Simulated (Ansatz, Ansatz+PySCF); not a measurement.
```xyz
2

Li    0.0000    0.0000   -1.1798
Si    0.0000    0.0000    1.1798
```

Basis set: def2-SVP (spherical functions). Left uncorrelated: 5 orbitals. Correlation on ROHF uses semicanonical orbitals with singles. Charge 0, multiplicity 4.

Computed with Ansatz (development build ahead of 0.2.0); each method stands on the lowest determinant of its kind that the runs found.

Question: Give the atomization energy at this shape (free ground-state atoms in the same class of orbitals less the molecule, no zero-point energy) of quartet LiSi by UHF-CCSD(T), ROHF-MP2, ROHF, UHF.

Answer:

| method | atomization energy |
| --- | --- |
| UHF-CCSD(T) | 1.54 eV |
| ROHF-MP2 | 1.58 eV |
| ROHF | 1.34 eV |
| UHF | 1.26 eV |
